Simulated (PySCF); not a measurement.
Members of one series of related molecules.

All values: PBE0/pcSseg-1 (PySCF) at GFN2-xTB geometries, gas phase, one conformer each.

(1) Rank by the highest IAO charge on any atom, lowest value first.
A. `CS[Si@@H]1NCC[Si@H]1C#N`
B. `C=N[Si@@H]1CCN[Si@H]1SC`
C. `CS[Si@@H]1NCC[Si@H]1N`
D. `CS[Si@@H]1NCC[SiH2]1`
E. `S[Si@H]1CCN[Si@H]1SC`

(2) Rank by the lowest IAO charge on any atom, lowest value first.
A. `CS[Si@@H]1NCC[Si@@H]1C`
B. `CS[Si@@H]1NCC[Si@H]1N`
C. `C=N[Si@@H]1CCN[Si@H]1SC`

(3) Rank by dipole moment, highest first.
A. `[CH3:1][CH2:2][Si@@H:3]1[CH2:4][CH2:5][NH:6][Si@@H:7]1[S:8][CH3:9]` with C1–C2–Si3–C4 179°, N6–Si7–S8–C9 171°, C2–Si3–C4–C5 -147°, Si3–C4–C5–N6 45°, C4–C5–N6–Si7 -51°, C5–N6–Si7–S8 154°
B. `[CH3:1][S:2][Si@@H:3]1[NH:4][CH2:5][CH2:6][Si@@H:7]1[CH3:8]` with C1–S2–Si3–N4 -78°, S2–Si3–N4–C5 -148°, Si3–N4–C5–C6 48°, N4–C5–C6–Si7 -45°, C5–C6–Si7–C8 149°
C. `[CH3:1][S:2][Si@@H:3]1[NH:4][CH2:5][CH2:6][Si@H:7]1[C:8]#[N:9]` with C1–S2–Si3–N4 -176°, S2–Si3–N4–C5 -120°, Si3–N4–C5–C6 -28°, N4–C5–C6–Si7 43°, C5–C6–Si7–C8 -152°
D. `[CH3:1][NH:2][Si@@H:3]1[CH2:4][CH2:5][NH:6][Si@H:7]1[S:8][CH3:9]` with C1–N2–Si3–C4 171°, N6–Si7–S8–C9 -62°, N2–Si3–C4–C5 -89°, Si3–C4–C5–N6 -43°, C4–C5–N6–Si7 51°, C5–N6–Si7–S8 -151°
E. `[CH2:1]=[N:2][Si@@H:3]1[CH2:4][CH2:5][NH:6][Si@H:7]1[S:8][CH3:9]` with C1–N2–Si3–C4 -135°, N6–Si7–S8–C9 -174°, N2–Si3–C4–C5 -145°, Si3–C4–C5–N6 44°, C4–C5–N6–Si7 -26°, C5–N6–Si7–S8 -124°

Results:

(1) E (+0.634 e), D (+0.671 e), A (+0.689 e), B (+0.717 e), C (+0.759 e).

(2) B (-0.837 e), A (-0.701 e), C (-0.677 e).

(3) C (3.37 D), D (2.60 D), E (2.31 D), B (1.74 D), A (1.28 D).

All values together:

| SMILES | change | formula | μ (D) | HOMO (eV) | LUMO (eV) | lowest IAO charge (e) | highest IAO charge (e) | lowest Hirshfeld charge (e) | highest Hirshfeld charge (e) |
| --- | --- | --- | --- | --- | --- | --- | --- | --- | --- |
| CS[Si@@H]1NCC[SiH2]1 | parent | C3H11NSSi2 | 1.34 | -6.51 | -0.32 | -0.675 (N) | +0.671 (Si) | -0.242 (N) | +0.261 (Si) |
| C=N[Si@@H]1CCN[Si@H]1SC | H on Si replaced by N=CH2 | C4H12N2SSi2 | 2.31 | -6.26 | -0.95 | -0.677 (N) | +0.717 (Si) | -0.243 (N) | +0.296 (Si) |
| CS[Si@@H]1NCC[Si@@H]1S | H on Si replaced by SH | C3H11NS2Si2 | 3.31 | -6.66 | -0.47 | -0.676 (N) | +0.634 (Si) | -0.244 (N) | +0.255 (Si) |
| CS[Si@@H]1NCC[Si@H]1N | H on Si replaced by NH2 | C3H12N2SSi2 | 1.86 | -6.30 | -0.04 | -0.837 (N) | +0.759 (Si) | -0.317 (N) | +0.311 (Si) |
| CS[Si@@H]1NCC[Si@@H]1C | H on Si replaced by CH3 | C4H13NSSi2 | 1.74 | -6.46 | -0.05 | -0.701 (C) | +0.634 (Si) | -0.249 (N) | +0.285 (Si) |
| CN[Si@@H]1CCN[Si@H]1SC | H on Si replaced by NHCH3 | C4H14N2SSi2 | 2.60 | -6.41 | 0.15 | -0.683 (N) | +0.752 (Si) | -0.248 (N) | +0.306 (Si) |
| CS[Si@@H]1NCC[Si@H]1C#N | H on Si replaced by CN | C4H10N2SSi2 | 3.37 | -6.83 | -0.80 | -0.675 (N) | +0.689 (Si) | -0.239 (N) | +0.306 (Si) |
| CC[Si@@H]1CCN[Si@@H]1SC | H on Si replaced by C2H5 | C5H15NSSi2 | 1.28 | -6.46 | -0.31 | -0.674 (N) | +0.658 (Si) | -0.243 (N) | +0.271 (Si) |

Conformers: `[CH3:1][S:2][Si@@H:3]1[NH:4][CH2:5][CH2:6][SiH2:7]1` with C1–S2–Si3–N4 177°, S2–Si3–N4–C5 -152°, Si3–N4–C5–C6 50°, N4–C5–C6–Si7 -45°, C5–C6–Si7–Si3 23°; `[CH2:1]=[N:2][Si@@H:3]1[CH2:4][CH2:5][NH:6][Si@H:7]1[S:8][CH3:9]` with C1–N2–Si3–C4 -135°, N6–Si7–S8–C9 -174°, N2–Si3–C4–C5 -145°, Si3–C4–C5–N6 44°, C4–C5–N6–Si7 -26°, C5–N6–Si7–S8 -124°; `[CH3:1][S:2][Si@@H:3]1[NH:4][CH2:5][CH2:6][Si@@H:7]1[SH:8]` with C1–S2–Si3–N4 -73°, C6–Si7–S8–H -112°, S2–Si3–N4–C5 -104°, Si3–N4–C5–C6 -38°, N4–C5–C6–Si7 43°, C5–C6–Si7–S8 90°; `[CH3:1][S:2][Si@@H:3]1[NH:4][CH2:5][CH2:6][Si@H:7]1[NH2:8]` with C1–S2–Si3–N4 -60°, C6–Si7–N8–H -56° and 168°, S2–Si3–N4–C5 -117°, Si3–N4–C5–C6 -29°, N4–C5–C6–Si7 43°, C5–C6–Si7–N8 -146°; `[CH3:1][S:2][Si@@H:3]1[NH:4][CH2:5][CH2:6][Si@@H:7]1[CH3:8]` with C1–S2–Si3–N4 -78°, S2–Si3–N4–C5 -148°, Si3–N4–C5–C6 48°, N4–C5–C6–Si7 -45°, C5–C6–Si7–C8 149°; `[CH3:1][NH:2][Si@@H:3]1[CH2:4][CH2:5][NH:6][Si@H:7]1[S:8][CH3:9]` with C1–N2–Si3–C4 171°, N6–Si7–S8–C9 -62°, N2–Si3–C4–C5 -89°, Si3–C4–C5–N6 -43°, C4–C5–N6–Si7 51°, C5–N6–Si7–S8 -151°; `[CH3:1][S:2][Si@@H:3]1[NH:4][CH2:5][CH2:6][Si@H:7]1[C:8]#[N:9]` with C1–S2–Si3–N4 -176°, S2–Si3–N4–C5 -120°, Si3–N4–C5–C6 -28°, N4–C5–C6–Si7 43°, C5–C6–Si7–C8 -152°; `[CH3:1][CH2:2][Si@@H:3]1[CH2:4][CH2:5][NH:6][Si@@H:7]1[S:8][CH3:9]` with C1–C2–Si3–C4 179°, N6–Si7–S8–C9 171°, C2–Si3–C4–C5 -147°, Si3–C4–C5–N6 45°, C4–C5–N6–Si7 -51°, C5–N6–Si7–S8 154°.

**Question.** Give the shifts from the parent, `CS[Si@@H]1NCC[SiH2]1`.

**Answer.** 
```json
{"SMILES": "C=N[Si@@H]1CCN[Si@H]1SC", "change in μ (D)": "+0.97", "change in HOMO (eV)": "+0.25", "change in LUMO (eV)": "-0.63"}
{"SMILES": "CS[Si@@H]1NCC[Si@@H]1S", "change in μ (D)": "+1.97", "change in HOMO (eV)": "-0.15", "change in LUMO (eV)": "-0.15"}
{"SMILES": "CS[Si@@H]1NCC[Si@H]1N", "change in μ (D)": "+0.52", "change in HOMO (eV)": "+0.21", "change in LUMO (eV)": "+0.28"}
{"SMILES": "CS[Si@@H]1NCC[Si@@H]1C", "change in μ (D)": "+0.40", "change in HOMO (eV)": "+0.05", "change in LUMO (eV)": "+0.27"}
{"SMILES": "CN[Si@@H]1CCN[Si@H]1SC", "change in μ (D)": "+1.26", "change in HOMO (eV)": "+0.10", "change in LUMO (eV)": "+0.47"}
{"SMILES": "CS[Si@@H]1NCC[Si@H]1C#N", "change in μ (D)": "+2.03", "change in HOMO (eV)": "-0.32", "change in LUMO (eV)": "-0.48"}
{"SMILES": "CC[Si@@H]1CCN[Si@@H]1SC", "change in μ (D)": "-0.06", "change in HOMO (eV)": "+0.05", "change in LUMO (eV)": "+0.01"}
```
